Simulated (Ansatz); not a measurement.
Two members of one family (Series (HMgX)2), computed with Ansatz in the gas phase. The two geometries come from different levels. Binding counts from free atoms in the multiplicity of their measured ground term, without zero-point energy. The structures are stationary points that may keep the symmetry of their start.

First: (HMg-mu-Cl)2 (singlet, charge 0, PBE0-D4/def2-SVP geometry).

```xyz
6

Mg    1.3778   -0.3506    0.9103
H     2.7507   -0.7036    1.8244
Cl   -0.0698    1.5553    0.7043
Mg   -1.3769    0.3513   -0.9114
H    -2.7559    0.7005   -1.8179
Cl    0.0741   -1.5528   -0.7098
```

```tsv
level	HOMO (eV)	LUMO (eV)	gap (eV)	binding per atom (eV)
LDA (SPW92)/def2-TZVP	-6.70	-1.87	4.84	2.61
B3LYP-D4/6-31G	-7.86	-1.45	6.41	2.19
PBE0-D4/def2-TZVP	-7.79	-0.93	6.85	2.38
BHLYP-D4/def2-TZVP	-8.92	-0.33	8.59	2.35
ωB97M-V/def2-TZVP	-9.99	0.37	10.36	2.39
```

Second: (HMg-mu-Br)2 (singlet, charge 0, PBE-D4/def2-SVP geometry).

```
atom    x (Å)    y (Å)    z (Å)
 Mg1   0.6133   0.3665   1.5987
  H2   1.2146   0.7259   3.1445
 Br3   1.0697  -1.5559  -0.0540
 Mg4  -0.6133  -0.3665  -1.5987
  H5  -1.2016  -0.7176  -3.1508
 Br6  -1.0828   1.5475   0.0603
```

Estimate how these quantities change from the first to the second (second minus first).


```tsv
level	Δ HOMO (eV)	Δ LUMO (eV)	Δ gap (eV)	Δ binding per atom (eV)
LDA (SPW92)/def2-TZVP	0.04	-0.10	-0.14	-0.20
B3LYP-D4/6-31G	0.10	-0.10	-0.20	-0.18
PBE0-D4/def2-TZVP	0.06	-0.08	-0.14	-0.18
BHLYP-D4/def2-TZVP	0.08	-0.05	-0.13	-0.18
ωB97M-V/def2-TZVP	0.08	-0.04	-0.13	-0.22
```
